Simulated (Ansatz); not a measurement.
Consider the ligand exchange at the In–O bond: `[OH][In]([Cl])[Cl]` + HBr → `[Cl][In]([Cl])[Br]` + H₂O.

Calculated with Ansatz (gas phase, PBE0-D4/def2-TZVP geometries, no zero-point term in ΔE). CCSD(T)/CBS is the MP2 limit (def2-TZVPP, def2-QZVPP) plus CCSD(T) − MP2 in def2-TZVPP, frozen cores. This one scheme is used for every species. DFT in def2-TZVPP. Elements past krypton have def2 core potentials. For Br, In outer-core shells are correlated without core-valence functions, which leaves a few kJ/mol of doubt a bond. Scalar relativity is left out up to krypton. One conformer a species, not always the lowest.

`[OH][In]([Cl])[Cl]`:

Cartesian coordinates in Å:
```
O -1.198 0.158 1.004
In 0.150 0.020 -0.412
Cl 2.309 -0.592 0.123
Cl -0.429 0.468 -2.583
H -0.831 -0.055 1.868
```

HBr:

Z-matrix (Å, degrees):
```
Br
H 1 1.420
```

`[Cl][In]([Cl])[Br]`:

Cartesian coordinates in Å:
```
Cl 0.145 -1.968 1.196
In 0.000 -0.020 -0.010
Cl -0.131 -0.146 -2.299
Br -0.015 2.134 1.114
```

H₂O:

Cartesian coordinates in Å:
```
O -0.053 -0.013 0.385
H 0.120 -0.749 -0.206
H -0.067 0.762 -0.179
```

```
         level  ΔE (kJ/mol)
          PBE0       -107.5
MP2/def2-TZVPP       -103.7
```

Q: What does CCSD(T)/CBS give? (Estimate.)

A: The calculation gave: -105.1 kJ/mol. The listed levels differ from it by -2.4, 1.4 kJ/mol.

Largest T1 diagnostic among the species: 0.014.

From PBE to PBE0 (25 % exact exchange), in def2-TZVPP and without D4, ΔE moves by −10.6 kJ/mol. In def2-TZVPP, CCSD(T) changes the Hartree–Fock value by +19.5 kJ/mol (the triples alone add +2.7 kJ/mol) and MP2 by +16.0 kJ/mol. At CCSD(T), def2-SVP lies +4.9 kJ/mol from the extrapolated value and def2-TZVPP +4.9 kJ/mol.
